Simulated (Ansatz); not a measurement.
Question: Name a neutral molecule of C, N, Si and H with HOMO–LUMO gap (ωB97M-V/def2-TZVPP) between 11.05 and 11.35 eV and LUMO energy (PBE/def2-TZVPP) between -0.45 and -0.15 eV (Ansatz, PBE0-D4/def2-TZVP geometry).

Answer: `NCN[SiH3]` (11.23 eV, -0.28 eV); `NCC[SiH2]N` (11.22 eV, -0.23 eV). Other molecules can fit too; these were computed, each in one conformer that needn't be the lowest.
